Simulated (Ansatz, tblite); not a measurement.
Adding an electron: the cluster Al₅F₃⁺. The state is a doublet with charge 1. Geometry: PBE-D4/def2-SVP. Ansatz, gas phase; energy differences of separate SCF runs; the reduced species is a singlet (the triplet lies 0.13 eV higher at PBE0-D4/def2-TZVP).

```tsv
atom	x (Å)	y (Å)	z (Å)
Al1	0.910	-1.005	-1.482
Al2	-0.398	-1.580	0.967
Al3	-1.952	-0.859	-0.986
Al4	-0.207	0.954	0.231
Al5	0.762	0.529	3.190
F6	-0.724	-0.765	-2.416
F7	0.609	1.773	1.614
F8	1.001	0.952	-1.118
```

The xTB rows come from tblite. The structure comes from a short search, and lower isomers may exist.

```tsv
level	−HOMO (eV)	−LUMO (eV)	vertical EA (eV)	HOMO–LUMO gap (eV)	remarks
GFN1-xTB	–	–	8.17	–	–
GFN2-xTB	–	–	8.94	–	–
PBE-D4/def2-TZVP	8.41	7.81	5.90	0.60	restricted singlet, untested (singlet)
revPBE-D4/def2-TZVP	8.38	7.74	5.87	0.64	restricted singlet, untested (singlet)
PBE0-D4/def2-TZVP	9.09	7.15	5.87	1.94	restricted singlet, untested (singlet)
```

  HOMO and LUMO are the levels of the spin that leaves or enters (xTB has no such levels and no spin-polarisation term). Other spin states of the ions may lie lower, which would lower the ionisation energy or raise the affinity. Raw xTB energy differences between charge states are shifted by several eV; the methods need an empirical correction for them.
